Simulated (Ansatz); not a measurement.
Input file for Ansatz (an electronic-structure program): R-CCSD(T)/cc-pVTZ on AsH3 (SMILES [AsH3]). The run froze 14 orbitals, filled d shells among them.

Ansatz 0.2 input:
```yaml
crystal:
  periodic: [false, false, false]
  atoms:
    - {symbol: As, position_ang: [0.00042674, 0.00037277, 0.07075147]}
    - {symbol: H, position_ang: [-0.28139953, 1.23234259, -0.78311169]}
    - {symbol: H, position_ang: [-0.93712035, -0.86192286, -0.76812259]}
    - {symbol: H, position_ang: [1.20443737, -0.38272110, -0.78356432]}
basis:
  gaussian:
    orbitals: cc-pVTZ
magnetization: {spin_polarized: false}
correlation: {method: ccsd_t, electrons: outside_noble_gas}
accuracy: high
relax: {f_tol: 0.0005, max_steps: 60}
scf: {lower_state_search: off}
output: {forces: true}
```

It printed:

```
WARN ansatz: RAYON_NUM_THREADS=2 ignored (pool sized by the plan → 2); use --threads N
Functional definition: HF
these checks for a lower state are left out or cut short: starts, cluster_reference, orbital_swaps, neighbouring_geometries, increment
integrals: 0.18 GiB planned
1487 factors; integrals over basis functions are off by at most 2.9e-9 eV
mean field: 0.26 GiB planned
mean field evaluation 1: about -60843.3641 eV, gradient 8.6e0 eV
mean field evaluation 2: about -60843.4474 eV, gradient 8.7e0 eV
mean field evaluation 4: about -60843.9312 eV, gradient 7.1e-1 eV
mean field evaluation 8: about -60843.9334 eV, gradient 6.3e-2 eV
mean field evaluation 16: about -60843.9334 eV, gradient 9.7e-8 eV
mean field -60843.93339041 eV, -2235.9733105984 hartree, gradient 9.7e-8 eV, S^2 0.000000; 0 other end points of the search recorded, 0 dependent functions left out
14 core orbitals not correlated
reference -60843.93339041 eV, -2235.9733105984 hartree; 4, 4 occupied and 67, 67 virtual orbitals, 1487 factors
densities: 0.45 GiB planned
second order -4.26709305 eV of doubles, -0.00000000 eV of singles
coupled cluster: 0.36 GiB planned
cycle   1  -4.79885850 eV  change   -5.3e-1 eV  update   5.6e-2
cycle   2  -4.99718300 eV  change   -2.0e-1 eV  update   2.0e-2
cycle   3  -5.00786533 eV  change   -1.1e-2 eV  update   5.3e-3
cycle   4  -5.00663664 eV  change    1.2e-3 eV  update   1.8e-3
cycle   5  -5.00617300 eV  change    4.6e-4 eV  update   4.9e-4
cycle   6  -5.00620360 eV  change   -3.1e-5 eV  update   1.3e-4
cycle   7  -5.00622526 eV  change   -2.2e-5 eV  update   3.6e-5
cycle   8  -5.00622151 eV  change    3.8e-6 eV  update   9.8e-6
cycle   9  -5.00621997 eV  change    1.5e-6 eV  update   2.2e-6
cycle  10  -5.00622103 eV  change   -1.1e-6 eV  update   4.8e-7
cycle  11  -5.00622106 eV  change   -3.0e-8 eV  update   1.4e-7
cycle  12  -5.00622108 eV  change   -2.1e-8 eV  update   4.5e-8
cycle  13  -5.00622106 eV  change    2.0e-8 eV  update   2.2e-8
cycle  14  -5.00622106 eV  change    2.2e-9 eV  update   1.4e-8
cycle  15  -5.00622100 eV  change    6.3e-8 eV  update   1.1e-7
cycle  16  -5.00622097 eV  change    2.8e-8 eV  update   3.3e-8
cycle  17  -5.00622096 eV  change    4.4e-9 eV  update   8.2e-9
cycle  18  -5.00622096 eV  change  -2.4e-10 eV  update   2.2e-9
cycle  19  -5.00622096 eV  change  -1.1e-10 eV  update  8.3e-10
perturbative correction -0.15694636 eV, -0.0057676723 hartree
the calculation of the forces begins
relax step   1: F+E_penalty+E_count = -60849.09655774 eV  Δ(F+E_penalty+E_count) = +0.000e0 eV  max|allowed force component| = 9.974e-2 eV/Å  Δτ_max = 0.0000 Å  (48 SCF iters, accepted)
these checks for a lower state are left out or cut short: starts, cluster_reference, orbital_swaps, neighbouring_geometries, increment
integrals: 0.18 GiB planned
1487 factors; integrals over basis functions are off by at most 2.8e-9 eV
mean field: 0.26 GiB planned
mean field -60843.94079920 eV, -2235.9735828662 hartree, gradient 9.5e-9 eV, S^2 0.000000; 0 other end points of the search recorded, 0 dependent functions left out
14 core orbitals not correlated
reference -60843.94079920 eV, -2235.9735828662 hartree; 4, 4 occupied and 67, 67 virtual orbitals, 1487 factors
densities: 0.45 GiB planned
second order -4.26036994 eV of doubles, -0.00000000 eV of singles
coupled cluster: 0.36 GiB planned
cycle   1  -4.79276413 eV  change   -5.3e-1 eV  update   5.6e-2
cycle   2  -4.99095362 eV  change   -2.0e-1 eV  update   2.0e-2
cycle   3  -5.00149228 eV  change   -1.1e-2 eV  update   5.3e-3
cycle   4  -5.00028797 eV  change    1.2e-3 eV  update   1.7e-3
cycle   5  -4.99982812 eV  change    4.6e-4 eV  update   4.9e-4
cycle   6  -4.99986294 eV  change   -3.5e-5 eV  update   1.3e-4
cycle   7  -4.99988492 eV  change   -2.2e-5 eV  update   3.7e-5
cycle   8  -4.99988128 eV  change    3.6e-6 eV  update   1.0e-5
cycle   9  -4.99987988 eV  change    1.4e-6 eV  update   2.2e-6
cycle  10  -4.99988081 eV  change   -9.2e-7 eV  update   4.9e-7
cycle  11  -4.99988083 eV  change   -2.0e-8 eV  update   1.5e-7
cycle  12  -4.99988088 eV  change   -5.3e-8 eV  update   4.6e-8
cycle  13  -4.99988085 eV  change    3.3e-8 eV  update   2.0e-8
cycle  14  -4.99988085 eV  change    1.6e-9 eV  update   1.6e-8
cycle  15  -4.99988113 eV  change   -2.8e-7 eV  update   9.9e-8
cycle  16  -4.99988119 eV  change   -6.0e-8 eV  update   2.4e-8
cycle  17  -4.99988119 eV  change   -6.7e-9 eV  update   6.7e-9
cycle  18  -4.99988119 eV  change   5.4e-10 eV  update   1.7e-9
cycle  19  -4.99988119 eV  change   3.0e-10 eV  update  5.0e-10
perturbative correction -0.15619411 eV, -0.0057400278 hartree
the calculation of the forces begins
relax step   2: F+E_penalty+E_count = -60849.09687450 eV  Δ(F+E_penalty+E_count) = -3.168e-4 eV  max|allowed force component| = 2.673e-2 eV/Å  Δτ_max = 0.0113 Å  (48 SCF iters, accepted)
these checks for a lower state are left out or cut short: starts, cluster_reference, orbital_swaps, neighbouring_geometries, increment
integrals: 0.18 GiB planned
1487 factors; integrals over basis functions are off by at most 2.9e-9 eV
mean field: 0.26 GiB planned
mean field evaluation 32: about -60843.8425 eV, gradient 6.2e-1 eV
mean field -60843.93894080 eV, -2235.9735145715 hartree, gradient 7.0e-8 eV, S^2 0.000000; 0 other end points of the search recorded, 0 dependent functions left out
14 core orbitals not correlated
reference -60843.93894080 eV, -2235.9735145715 hartree; 4, 4 occupied and 67, 67 virtual orbitals, 1487 factors
densities: 0.45 GiB planned
second order -4.26274463 eV of doubles, -0.00000000 eV of singles
coupled cluster: 0.36 GiB planned
cycle   1  -4.79478539 eV  change   -5.3e-1 eV  update   5.6e-2
cycle   2  -4.99284531 eV  change   -2.0e-1 eV  update   2.0e-2
cycle   3  -5.00341430 eV  change   -1.1e-2 eV  update   5.3e-3
cycle   4  -5.00219832 eV  change    1.2e-3 eV  update   1.7e-3
cycle   5  -5.00173711 eV  change    4.6e-4 eV  update   4.9e-4
cycle   6  -5.00177056 eV  change   -3.3e-5 eV  update   1.3e-4
cycle   7  -5.00179238 eV  change   -2.2e-5 eV  update   3.7e-5
cycle   8  -5.00178867 eV  change    3.7e-6 eV  update   9.9e-6
cycle   9  -5.00178694 eV  change    1.7e-6 eV  update   2.2e-6
cycle  10  -5.00178822 eV  change   -1.3e-6 eV  update   4.9e-7
cycle  11  -5.00178828 eV  change   -5.6e-8 eV  update   1.4e-7
cycle  12  -5.00178829 eV  change   -1.6e-8 eV  update   4.4e-8
cycle  13  -5.00178827 eV  change    2.1e-8 eV  update   2.2e-8
cycle  14  -5.00178828 eV  change   -4.1e-9 eV  update   1.4e-8
cycle  15  -5.00178801 eV  change    2.6e-7 eV  update   1.1e-7
cycle  16  -5.00178798 eV  change    2.7e-8 eV  update   3.2e-8
cycle  17  -5.00178798 eV  change    7.0e-9 eV  update   8.1e-9
cycle  18  -5.00178798 eV  change   -1.5e-9 eV  update   2.5e-9
cycle  19  -5.00178798 eV  change  -4.8e-10 eV  update   1.0e-9
cycle  20  -5.00178798 eV  change  -2.1e-10 eV  update  2.9e-10
perturbative correction -0.15639496 eV, -0.0057474088 hartree
the calculation of the forces begins
relax step   3: F+E_penalty+E_count = -60849.09712374 eV  Δ(F+E_penalty+E_count) = -2.492e-4 eV  max|allowed force component| = 8.489e-4 eV/Å  Δτ_max = 0.0045 Å  (44 SCF iters, accepted)
these checks for a lower state are left out or cut short: starts, cluster_reference, orbital_swaps, neighbouring_geometries, increment
integrals: 0.18 GiB planned
1487 factors; integrals over basis functions are off by at most 2.9e-9 eV
mean field: 0.26 GiB planned
mean field -60843.93895778 eV, -2235.9735151954 hartree, gradient 1.9e-8 eV, S^2 0.000000; 0 other end points of the search recorded, 0 dependent functions left out
14 core orbitals not correlated
reference -60843.93895778 eV, -2235.9735151954 hartree; 4, 4 occupied and 67, 67 virtual orbitals, 1487 factors
densities: 0.45 GiB planned
second order -4.26273971 eV of doubles, -0.00000000 eV of singles
coupled cluster: 0.36 GiB planned
cycle   1  -4.79477703 eV  change   -5.3e-1 eV  update   5.6e-2
cycle   2  -4.99283164 eV  change   -2.0e-1 eV  update   2.0e-2
cycle   3  -5.00339981 eV  change   -1.1e-2 eV  update   5.3e-3
cycle   4  -5.00218384 eV  change    1.2e-3 eV  update   1.7e-3
cycle   5  -5.00172252 eV  change    4.6e-4 eV  update   4.9e-4
cycle   6  -5.00175604 eV  change   -3.4e-5 eV  update   1.3e-4
cycle   7  -5.00177777 eV  change   -2.2e-5 eV  update   3.7e-5
cycle   8  -5.00177416 eV  change    3.6e-6 eV  update   9.9e-6
cycle   9  -5.00177261 eV  change    1.5e-6 eV  update   2.2e-6
cycle  10  -5.00177380 eV  change   -1.2e-6 eV  update   4.9e-7
cycle  11  -5.00177380 eV  change   6.1e-10 eV  update   1.4e-7
cycle  12  -5.00177378 eV  change    2.2e-8 eV  update   4.3e-8
cycle  13  -5.00177376 eV  change    1.5e-8 eV  update   2.2e-8
cycle  14  -5.00177376 eV  change   -3.7e-9 eV  update   1.4e-8
cycle  15  -5.00177350 eV  change    2.7e-7 eV  update   1.0e-7
cycle  16  -5.00177346 eV  change    3.6e-8 eV  update   2.7e-8
cycle  17  -5.00177345 eV  change    9.9e-9 eV  update   6.6e-9
cycle  18  -5.00177345 eV  change  -5.3e-10 eV  update   1.9e-9
cycle  19  -5.00177345 eV  change   5.7e-11 eV  update  6.0e-10
perturbative correction -0.15639253 eV, -0.0057473196 hartree
the calculation of the forces begins
relax step   4: F+E_penalty+E_count = -60849.09712377 eV  Δ(F+E_penalty+E_count) = -2.237e-8 eV  max|allowed force component| = 2.113e-4 eV/Å  Δτ_max = 0.0000 Å  (35 SCF iters, accepted)
Total energy: -60849.09712377 eV, -2236.1630742990 hartree
Atom 0 at     0.000383     0.000335     0.063492 Å, force    -0.000001    -0.000001    -0.000211 eV/Å
Atom 1 at    -0.282514     1.237400    -0.780712 Å, force     0.000020    -0.000085     0.000071 eV/Å
Atom 2 at    -0.940910    -0.865410    -0.765661 Å, force     0.000065     0.000060     0.000070 eV/Å
Atom 3 at     1.209385    -0.384253    -0.781166 Å, force    -0.000083     0.000026     0.000071 eV/Å
Dipole moment:    -0.000452    -0.000395    -0.074928 e Å
Checks for a lower state left out: starts, cluster_reference, orbital_swaps, neighbouring_geometries, increment
```

Self-consistency was reached.

Cost: about 70 core-seconds (a rough figure).
